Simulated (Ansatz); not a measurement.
C$_{2}$H$_{5}$BSn, SMILES `[BH2][SnH2][C]#C` at its PBE0-D4/def2-TZVP geometry, where that method's forces vanish. Charge 0, multiplicity 1. Sn takes the def2 core potential.

```xyz
9

B     0.7286   -1.7149   -0.8915
Sn    0.7029    0.4621   -0.3561
C    -0.9429    0.9245    0.8454
C    -1.9033    1.1590    1.5379
H     1.6050   -2.1460   -1.5777
H    -0.1214   -2.4544   -0.5014
H     0.5921    1.4681   -1.7320
H     2.0890    0.9300    0.5255
H    -2.7500    1.3716    2.1499
```

What forces (eV/Å) does ωB97M-V/def2-TZVPP give on these atoms in Ansatz? (An estimate is asked.)

The calculation gave: 
```
B1  -0.002 -0.098 -0.022
Sn2  0.150  0.054 -0.086
C3  -0.267  0.050  0.189
C4   0.147 -0.032 -0.105
H5  -0.135  0.057  0.104
H6   0.131  0.106 -0.062
H7   0.001 -0.078  0.092
H8  -0.098 -0.042 -0.057
H9   0.071 -0.017 -0.051
```
